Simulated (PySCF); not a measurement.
C2H8AlO (SMILES [CH3][Al]([CH3])<-[OH2]), doublet, at a GFN2-xTB geometry (such geometries of metal compounds can be far from the true shape) (the spin is typed, not shown lowest) (in this run its highest filled SCF level lies above zero, so its values depend strongly on the basis, on diffuse functions most of all). Base run: PBE/STO-3G (PySCF).

The PySCF input:
```python
from pyscf import gto, scf, dft

mol = gto.M(
    atom='''
Al    0.37326732    0.42820568    0.46342163
C     1.62897759   -0.32086669   -0.96640313
H     1.24290356   -1.17798588   -1.53330891
H     2.56654790   -0.65962011   -0.51613904
H     1.91250369    0.43658968   -1.70770717
C    -0.81872061   -0.93889728    1.41405014
H    -1.12044398   -1.81510326    0.82339807
H    -1.74299126   -0.49057864    1.79983111
H    -0.30011771   -1.34194572    2.28964993
O    -1.17497082    0.74401284   -0.89845558
H    -1.18642249    1.16300405   -1.76518906
H    -1.68623006   -0.07455286   -0.91325369
''',
    basis='sto-3g',
    spin=1,
    verbose=5,
)

mf = dft.UKS(mol)
mf.xc = 'pbe'
mf.kernel()
mo_i, mo_e, stable_i, stable_e = mf.stability(internal=True, external=False, return_status=True, nroots=6, tol=1e-6)
print('internally stable:', stable_i, ' externally stable:', stable_e)
if not stable_i:
    umf = mf.copy()
    umf.scf_summary = {}
    umf.kernel(umf.make_rdm1(mo_i, mf.mo_occ))
```

The bond that is stretched is that between atoms 11 and 10. A test that says stable can miss a lower solution.

Variants of this job, named by their change:

| change | ΔE vs base (eV) | <S^2> | stability test says | outcome |
|---|---|---|---|---|
| base | 0.00 | 0.751 | internally stable (external not tested) | converged |
| bond × 1.25 | 0.49 | 0.751 | internally stable (external not tested) | converged |
| bond × 1.5 | 1.67 | 0.757 | internally stable (external not tested) | converged |
| bond × 1.8 | - | - | - | not converged |
| bond × 2.2 | 3.26 | 0.955 | internally stable (external not tested) | converged |
| bond × 3.0 | 3.49 | 0.750 | internal instability | converged |

On stretching, the SCF can end on different states; <S^2> shows the spin contamination of each.
